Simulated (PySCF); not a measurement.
**Electron affinity of Hf by level of theory**

Hf⁻ [Xe] 4f14 5d3 6s2 (4F) → Hf [Xe] 4f14 5d2 6s2 (3F), as a difference of total energies. Computed with PySCF 2.14 in aug-cc-pwCVDZ-PP with ECP60MDF, with a scalar-relativistic core potential. Correlated levels: valence: 5s2 5p6 frozen. The calculations carry no spin-orbit coupling.

```csv
method,electron affinity (eV)
UHF,-1.059
MP2 (valence),-0.765
SCS-MP2 (valence),-1.092
CCSD (valence),-0.426
CCSD(T) (valence),-0.309
```

The configuration of this anion was assumed by filling the next shell in order. It is not the known or likely ground configuration (Ca⁻, Sr⁻ and Ba⁻, for instance, bind a p electron), so these values are not the electron affinity of the element.

A negative affinity means that the anion lies above the atom at that level of theory.

The coupled-cluster amplitudes are large for Hf⁻ (T1 above 0.03 or a double amplitude above 0.15), so a single reference is strained.
